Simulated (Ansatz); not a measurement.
Input (CCSDT(Q)/def2-QZVPP; Ansatz, a quantum-chemistry and plane-wave program): A basis named .json is the Basis Set Exchange file of that set.

Ansatz 0.2 input:
```yaml
crystal:
  periodic: [false, false, false]
  atoms:
    - {symbol: Be, position_ang: [-0.40049805, -0.18242811, 0.08419416]}
    - {symbol: H, position_ang: [1.01339414, 0.07642723, 0.21699993]}
    - {symbol: H, position_ang: [0.58859805, 0.65328523, -0.55377658]}
basis:
  gaussian:
    orbitals: def2-QZVPP.json
magnetization: {spin_polarized: true, initial_magnetization: 2}
correlation: {method: ccsdt_q, electrons: outside_noble_gas}
```

Output:

```
Functional definition: HF
integrals: 0.24 GiB planned
1150 factors; integrals over basis functions are off by at most 1.8e-7 eV
mean field: 0.20 GiB planned
mean field evaluation 1: about -425.0810 eV, gradient 7.2e0 eV
mean field evaluation 2: about -425.0835 eV, gradient 7.2e0 eV
mean field evaluation 4: about -426.1279 eV, gradient 1.0e0 eV
mean field evaluation 8: about -426.1566 eV, gradient 7.4e-4 eV
mean field evaluation 16: about -426.1528 eV, gradient 9.9e-2 eV
mean field evaluation 32: about -423.3146 eV, gradient 1.1e0 eV
mean field evaluation 64: about -424.0851 eV, gradient 2.6e-4 eV
mean field -426.15656319 eV, -15.6609648379 hartree, gradient 1.2e-6 eV, S^2 2.004566; 2 other end points of the search recorded, 0 dependent functions left out
determinant -426.15656319 eV, -15.6609648379 hartree, with singles and doubles -427.90976847 eV, -15.7253939438 hartree
determinant -424.08511778 eV, -15.5848406234 hartree, with singles and doubles -425.86784494 eV, -15.6503546378 hartree
determinant -423.36192550 eV, -15.5582637971 hartree, with singles and doubles -425.23983748 eV, -15.6272757896 hartree
1 core orbitals not correlated
reference -426.15656319 eV, -15.6609648379 hartree; 3, 1 occupied and 92, 94 virtual orbitals, 1150 factors
second order -1.36363820 eV of doubles, -0.00000000 eV of singles
coupled cluster: 1.56 GiB planned
cycle   1  -1.58029452 eV  change   -2.2e-1 eV  update   4.1e-2
cycle   2  -1.72796701 eV  change   -1.5e-1 eV  update   1.9e-2
cycle   3  -1.72808183 eV  change   -1.1e-4 eV  update   5.2e-3
cycle   4  -1.73176348 eV  change   -3.7e-3 eV  update   2.2e-3
cycle   5  -1.73139860 eV  change    3.6e-4 eV  update   6.4e-4
cycle   6  -1.73114101 eV  change    2.6e-4 eV  update   1.9e-4
cycle   7  -1.73127986 eV  change   -1.4e-4 eV  update   8.6e-5
cycle   8  -1.73130052 eV  change   -2.1e-5 eV  update   2.9e-5
cycle   9  -1.73128230 eV  change    1.8e-5 eV  update   9.8e-6
cycle  10  -1.73128335 eV  change   -1.0e-6 eV  update   3.4e-6
cycle  11  -1.73128329 eV  change    5.8e-8 eV  update   1.2e-6
cycle  12  -1.73128346 eV  change   -1.7e-7 eV  update   3.9e-7
perturbative correction -0.00025072 eV, -0.0000092139 hartree
Total energy: -427.88809737 eV, -15.7245975454 hartree
```

This triplet is an excited state, 3.5 eV above the singlet at CCSD(T)/def2-QZVPP (Ansatz).
